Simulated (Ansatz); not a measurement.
Ansatz (a program for electronic structure) input (CCSD(T)/6-31G):

Ansatz 0.2 input:
```yaml
crystal:
  periodic: [false, false, false]
  atoms:
    - {symbol: O, position_ang: [-1.84030951, -0.55735952, 0.07282262]}
    - {symbol: B, position_ang: [-0.41975709, -0.12712840, 0.01661015]}
    - {symbol: Br, position_ang: [-0.11177936, 1.57013559, 0.70785648]}
    - {symbol: Br, position_ang: [0.72596946, -1.38412085, -0.73216051]}
    - {symbol: H, position_ang: [-2.54200328, 0.01247536, 0.44369117]}
    - {symbol: H, position_ang: [-2.13338850, -1.42847309, -0.25868192]}
basis:
  gaussian:
    orbitals: 6-31G
total_charge: 1
magnetization: {spin_polarized: false}
correlation: {method: ccsd_t, electrons: outside_noble_gas}
```

End of the output:

```
30 core orbitals not correlated
reference -142712.13052181 eV, -5244.5740629202 hartree; 12, 12 occupied and 38, 38 virtual orbitals, 783 factors
second order -7.09274283 eV of doubles, -0.00000000 eV of singles
coupled cluster: 0.30 GiB planned
cycle   1  -7.31542670 eV  change   -2.2e-1 eV  update   9.1e-2
cycle   2  -7.57235656 eV  change   -2.6e-1 eV  update   2.6e-2
cycle   3  -7.64119571 eV  change   -6.9e-2 eV  update   1.5e-2
cycle   4  -7.63838660 eV  change    2.8e-3 eV  update   3.5e-3
cycle   5  -7.63733238 eV  change    1.1e-3 eV  update   1.1e-3
cycle   6  -7.63685516 eV  change    4.8e-4 eV  update   3.3e-4
cycle   7  -7.63668878 eV  change    1.7e-4 eV  update   1.0e-4
cycle   8  -7.63667897 eV  change    9.8e-6 eV  update   3.6e-5
cycle   9  -7.63670199 eV  change   -2.3e-5 eV  update   1.1e-5
perturbative correction -0.19778371 eV, -0.0072684175 hartree
Total energy: -142719.96500752 eV, -5244.8619749594 hartree
```

It need not be the lowest isomer of its formula.
